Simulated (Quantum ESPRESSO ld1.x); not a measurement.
Results of a calculation; reference values are marked as such.
Ionisation of Cu2+, [Ar] 3d9, to Cu3+, [Ar] 3d8, under several functionals. Scalar-relativistic Kohn-Sham, spin-polarised, spherical densities, point nucleus; open shells are filled with parallel spins first; ld1.x of Quantum ESPRESSO 7.5.

functional	E(Cu2+) (hartree)	Exc (hartree)	IE (eV)	-e(HOMO) (eV)	<r> HOMO (bohr)	IE error (eV)
exchange-only LDA	-1648.7076	-61.7129	36.702	27.773	0.9333	-0.139
LDA (Slater exchange, Perdew-Wang correlation)	-1651.1659	-64.2246	38.516	29.461	0.9272	+1.675
LDA (Slater exchange, VWN5 correlation)	-1651.1777	-64.2367	38.522	29.467	0.9271	+1.681
LDA (Slater exchange, Perdew-Zunger correlation)	-1651.1612	-64.2197	38.536	29.473	0.9272	+1.695
LDA (Slater exchange, Perdew-Zunger correlation) + SIC	-1656.1765	-69.4048	38.814	39.346	0.9131	+1.973
LDA (Slater exchange, Perdew-Wang correlation) + SIC	-1656.1874	-69.4158	38.800	39.338	0.9132	+1.959

NIST Atomic Spectra Database: 36.84 eV (measured). Closest: exchange-only LDA. The Delta-SCF values span 2.11 eV, the total energies 7.48 hartree. The highest occupied level is 3d. Open shells are spherical and high-spin; term and fine-structure splittings are not resolved.
